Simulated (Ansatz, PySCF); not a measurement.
Gas-phase reaction (SMILES): [F][Ge]([F])([F])[Br] [bromo(trifluoro)germane] + [H][H] (H2) -> [F][GeH]([F])[F] [trifluorogermane] + Br (HBr); hydrogen cleaves one Ge-Br bond, a model of a ligand-exchange step.

Each molecule is optimised on its own at B3LYP-D3(BJ)/def2-TZVP (Ansatz, a first-principles code). Correlated levels leave the core frozen unless marked. No spin-orbit coupling. The frozen core is the preceding noble-gas configuration, with the filled d and f shells of earlier blocks. Non-relativistic. Basis-set limits of correlation are two-point, X^-3; Hartree-Fock from the larger set (for Q and 5 zeta extrapolated as (X+1)exp(-9√X)). Thermal terms are rigid-rotor harmonic-oscillator values from B3LYP-D3(BJ) frequencies (Ansatz or PySCF) at 298.15 K and 1 atm. 1 Eh = 627.5095 kcal/mol.

| species | E, CCSD(T)/CBS(cc-pVQZ,cc-pV5Z) (Ansatz) (Eh) | E, r2SCAN-D4/def2-TZVPD (Ansatz + dftd4) (Eh) | H - E (Eh) |
|---|---|---|---|
| [F][Ge]([F])([F])[Br] | -4947.75876 | -4950.85217 | 0.01540 |
| [H][H] (H2) | -1.17453 | -1.17100 | 0.01336 |
| [F][GeH]([F])[F] | -2375.63177 | -2377.26249 | 0.02081 |
| Br (HBr) | -2573.28264 | -2574.74145 | 0.00927 |

Q: Work out ΔE and ΔH at 298.15 K at the first level, then ΔH at the second.

A: 
1. ΔE = [(-2375.63177) + (-2573.28264)] - [(-4947.75876) + (-1.17453)] = 0.01888 Eh = 11.8 kcal/mol at CCSD(T)/CBS(cc-pVQZ,cc-pV5Z).
2. The terms H - E add up to 0.00132 Eh, so ΔH = (0.01888 + (0.00132))×627.5095 = 12.7 kcal/mol.
3. At r2SCAN-D4/def2-TZVPD the same steps give ΔE = 12.1 and ΔH = 12.9 kcal/mol, a shift of +0.2 from the first level.
4. These values are not checked against measurement here, since the tables used lack a sound gas-phase enthalpy of formation for at least one species.
